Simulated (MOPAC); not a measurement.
MOPAC input (AM1):

```
AM1 PRECISE GNORM=0.05 LET XYZ GEO-OK AUX(PRECISION=9) THREADS=1
H4Al2

Al   -0.00121500 1   -0.01498400 1    1.29421700 1
Al    0.00121500 1    0.01498400 1   -1.29421700 1
H     1.34717400 1   -0.03150200 1    2.13754500 1
H    -1.35118500 1   -0.01796600 1    2.13516800 1
H     0.00875900 1    1.37382400 1   -2.12073100 1
H    -0.00474800 1   -1.32435600 1   -2.15198200 1
```

Output:

```
 *******************************************************************************
 **                                                                           **
 **                              MOPAC v23.2.5                                **
 **                                                                           **
 *******************************************************************************
 ** MOPAC's Digital Object Identifier: https://doi.org/10.5281/zenodo.6511958 **
 **                                                                           **
 ** Please cite the open-source release paper for use of this MOPAC version:  **
 ** J. E. Moussa and J. J. P. Stewart (2026)                                  **
 ** MOPAC: An open-source semiempirical molecular orbital program             **
 ** J. Open Source Softw., 11(119), 8025, https://doi.org/10.21105/joss.08025 **
 *******************************************************************************

                              AM1 CALCULATION RESULTS

 *******************************************************************************
 *  AM1        - The AM1 Hamiltonian to be used
 *  GEO-OK     - OVERRIDE INTERATOMIC DISTANCE AND OTHER SAFETY CHECKS
 *  LET        - OVERRIDE SOME SAFETY CHECKS
 *  PRECISE    - TIGHTER CRITERIA TO BE USED
 *  XYZ        - CARTESIAN COORDINATE SYSTEM TO BE USED
 *  GNORM      - EXIT WHEN GRADIENT NORM DROPS BELOW 0.050
 *  AUX        - OUTPUT AUXILIARY INFORMATION
 *******************************************************************************
AM1 PRECISE GNORM=0.05 LET XYZ GEO-OK AUX(PRECISION=9) THREADS=1
 H4Al2

   ATOM   CHEMICAL          X               Y               Z
  NUMBER   SYMBOL      (ANGSTROMS)     (ANGSTROMS)     (ANGSTROMS)

     1      Al         -0.00121500  *  -0.01498400  *   1.29421700  *
     2      Al          0.00121500  *   0.01498400  *  -1.29421700  *
     3       H          1.34717400  *  -0.03150200  *   2.13754500  *
     4       H         -1.35118500  *  -0.01796600  *   2.13516800  *
     5       H          0.00875900  *   1.37382400  *  -2.12073100  *
     6       H         -0.00474800  *  -1.32435600  *  -2.15198200  *

          CARTESIAN COORDINATES

    NO.       ATOM           X           Y           Z

     1        Al         -0.0012     -0.0150      1.2942
     2        Al          0.0012      0.0150     -1.2942
     3         H          1.3472     -0.0315      2.1375
     4         H         -1.3512     -0.0180      2.1352
     5         H          0.0088      1.3738     -2.1207
     6         H         -0.0047     -1.3244     -2.1520

  H: (AM1): M.J.S. DEWAR ET AL, J. AM. CHEM. SOC. 107 3902-3909 (1985)
 Al: (AM1): M. J. S. Dewar, A. J. Holder, Organometallics, 9, 508-511 (1990).

           Empirical Formula: H4 Al2  =     6 atoms

      MOLECULAR POINT GROUP   :   D2d

      RHF CALCULATION, NO. OF DOUBLY OCCUPIED LEVELS = 5

          Geometry optimization using EF

          DIAGONAL MATRIX USED AS START HESSIAN

 CYCLE:     1  GRAD.:    87.054 HEAT:  45.86178
 CYCLE:     2  GRAD.:    49.595 HEAT:  33.88947
 CYCLE:     3  GRAD.:    45.381 HEAT:  28.44975
 CYCLE:     4  GRAD.:    17.332 HEAT:  27.03567
 CYCLE:     5  GRAD.:     7.462 HEAT:  26.63108
 CYCLE:     6  GRAD.:     4.609 HEAT:  26.27263
 CYCLE:     7  GRAD.:     1.602 HEAT:  26.24917
 CYCLE:     8  GRAD.:     0.749 HEAT:  26.24782
 CYCLE:     9  GRAD.:     0.016 HEAT:  26.24731

     GRADIENT =  0.01631 IS LESS THAN CUTOFF =  0.05000

 -------------------------------------------------------------------------------
 AM1 PRECISE GNORM=0.05 LET XYZ GEO-OK AUX(PRECISION=9) THREADS=1
 H4Al2

     GEOMETRY OPTIMISED USING EIGENVECTOR FOLLOWING (EF).
     SCF FIELD WAS ACHIEVED

                              AM1 CALCULATION
                                                       MOPAC v23.2.5 Linux

          FINAL HEAT OF FORMATION =         26.24731 KCAL/MOL =     109.81876 KJ/MOL

          COSMO AREA              =        111.90 SQUARE ANGSTROMS
          COSMO VOLUME            =        102.16 CUBIC ANGSTROMS

          GRADIENT NORM           =          0.01631          =       0.00666 PER ATOM
          IONIZATION POTENTIAL    =          9.420390 EV
          HOMO LUMO ENERGIES (EV) =         -9.420 -1.285
          NO. OF FILLED LEVELS    =          5
          MOLECULAR WEIGHT        =         57.9947         POINT GROUP:  D2d

          MOLECULAR DIMENSIONS (Angstroms)

            Atom       Atom       Distance
            H     6    H     4     4.22424
            H     5    H     3     3.18292
            H     6    H     3     1.74819

          SCF CALCULATIONS        =         10

   ATOM   CHEMICAL          X               Y               Z
  NUMBER   SYMBOL      (ANGSTROMS)     (ANGSTROMS)     (ANGSTROMS)

     1      Al         -0.00111728  *  -0.01379228  *   1.19127956  *
     2      Al          0.00111816  *   0.01379253  *  -1.19127959  *
     3       H          1.23433624  *  -0.02846041  *   1.92371731  *
     4       H         -1.23795090  *  -0.01605856  *   1.92154132  *
     5       H          0.00799277  *   1.25831991  *  -1.90831257  *
     6       H         -0.00438266  *  -1.21380226  *  -1.93694592  *

                             CARTESIAN COORDINATES

   1   Al       -0.001117283    -0.013792276     1.191279559
   2   Al        0.001118162     0.013792532    -1.191279585
   3    H        1.234336237    -0.028460411     1.923717310
   4    H       -1.237950896    -0.016058562     1.921541316
   5    H        0.007992770     1.258319911    -1.908312574
   6    H       -0.004382658    -1.213802262    -1.936945918

           Empirical Formula: H4 Al2  =     6 atoms

      MOLECULAR POINT GROUP   :   D2d

                  EIGENVALUES
 -15.47614 -14.21187 -11.40047 -11.40047  -9.42039  -1.28521  -1.28521   0.00744
   2.20503   2.38802   2.82377   2.82377

              NET ATOMIC CHARGES AND DIPOLE CONTRIBUTIONS

  ATOM NO.   TYPE          CHARGE      No. of ELECS.   s-Pop       p-Pop
    1         Al           0.144584        2.8554     1.15060     1.70481
    2         Al           0.144584        2.8554     1.15060     1.70481
    3          H          -0.072292        1.0723     1.07229
    4          H          -0.072292        1.0723     1.07229
    5          H          -0.072292        1.0723     1.07229
    6          H          -0.072292        1.0723     1.07229
 DIPOLE           X         Y         Z       TOTAL
 POINT-CHG.    -0.000    -0.000    -0.000     0.000
 HYBRID         0.000     0.000     0.000     0.000
 SUM            0.000     0.000    -0.000     0.000

          ATOMIC ORBITAL ELECTRON POPULATIONS

     Atom    s        px        py        pz
    1 Al   1.15060   0.83860   0.01767   0.84854
    2 Al   1.15060   0.01756   0.83860   0.84865
    3  H   1.07229
    4  H   1.07229
    5  H   1.07229
    6  H   1.07229

 **********************
 *                    *
 * JOB ENDED NORMALLY *
 *                    *
 **********************

 == MOPAC DONE ==
```

The geometry given is a B3LYP-D3(BJ)/def2-TZVP minimum.
